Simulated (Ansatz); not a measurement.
CH$_{3}$ClFNOSi (`C=N[Si](O)(F)Cl`), 9 atoms. Total charge 0; spin multiplicity 1. All runs use 4 threads of an Arm Neoverse V2 on a shared host. Correlated methods freeze the cores.

Give the basis size and wall time and peak host memory of each of these runs in Ansatz. RKS PBE0-D4/def2-SVP energy; RHF-CCSD(T)/def2-TZVPP energy; RHF-CCSD(T)/def2-SVP energy; RKS revPBE-D4/def2-TZVPP energy; RKS PBE0-D4/def2-TZVP relaxation (15 steps); RKS ωB97M-V/def2-QZVPP energy; RKS PBE-D4/def2-TZVPP energy and forces; RKS B2PLYP (frozen core)/def2-TZVPP energy; RKS ωB97M-V/def2-SVP energy; RKS PBE0-D4/def2-TZVP frequencies; RHF-MP2/def2-QZVPP energy; direct RPA on PBE orbitals/def2-TZVPP energy. (An estimate is asked.)

The calculation gave: Other jobs shared the machine, so times are rough.

```
                                level                    job  functions  wall time  peak host memory (GiB)
                 RKS PBE0-D4/def2-SVP                 energy        107      1.1 s                    0.44
             RKS revPBE-D4/def2-TZVPP                 energy        250      1.8 s                    0.34
                RKS PBE-D4/def2-TZVPP      energy and forces        250      2.2 s                    0.34
direct RPA on PBE orbitals/def2-TZVPP                 energy        250      4.8 s                    0.55
                 RKS ωB97M-V/def2-SVP                 energy        107      4.8 s                    0.44
                 RHF-CCSD(T)/def2-SVP                 energy        107        5 s                    0.49
  RKS B2PLYP (frozen core)/def2-TZVPP                 energy        250      5.5 s                    0.65
               RKS ωB97M-V/def2-QZVPP                 energy        458       17 s                       2
                   RHF-MP2/def2-QZVPP                 energy        458       19 s                     2.6
                RKS PBE0-D4/def2-TZVP  relaxation (15 steps)        216       56 s                    0.62
                RKS PBE0-D4/def2-TZVP            frequencies        216    2.2 min                     0.6
               RHF-CCSD(T)/def2-TZVPP                 energy        250    2.8 min                     5.4
```
